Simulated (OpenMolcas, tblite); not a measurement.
**A ladder of methods for CH5AsSi (SMILES C1[SiH2][AsH]1)**

CH5AsSi: 8 atoms, total charge 0, spin state singlet. SMILES: `C1[SiH2][AsH]1`. Geometry: relaxed at PBE0-D4/def2-TZVP.

Each level gives the vertical ionisation energy (to the doublet cation) (eV). The values are calculated.

| level | kind | program | value (eV) | less CCSD(T)/def2-SVP | CPU time (all runs) |
| --- | --- | --- | --- | --- | --- |
| IPEA1-xTB | semi-empirical | tblite | 12.79 | +3.95 | under 2 s |
| HF/def2-SVP | Hartree–Fock | OpenMolcas | 8.12 | -0.72 | 29 s |
| SVWN5/def2-SVP | LDA | OpenMolcas | 9.10 | +0.26 | 71 s |
| PBE/def2-SVP | GGA | OpenMolcas | 8.91 | +0.07 | 1.8 min |
| M06-L/def2-SVP | meta-GGA | OpenMolcas | 8.96 | +0.12 | 2.5 min |
| r2SCAN/def2-SVP | meta-GGA | OpenMolcas | 9.00 | +0.16 | 2.6 min |
| BHLYP/def2-SVP | global hybrid | OpenMolcas | 8.91 | +0.07 | 1.8 min |
| CCSD(T)/def2-SVP, open shells restricted | coupled cluster or CI | OpenMolcas | 8.84 | 0.00 | 3.3 min |

CCSD(T)/def2-SVP, open shells restricted is the highest level here, not the true value. All-electron rows without a relativistic Hamiltonian named are non-relativistic. The values span 8.12 to 12.79 eV. The xTB values lack the empirical shift that such differences need. In the correlated wave-function rows the outer d shell of As is correlated, in sets not made for it. CPU times are rough (shared hosts, several kinds of processor): they show what a rung costs within a factor of a few.
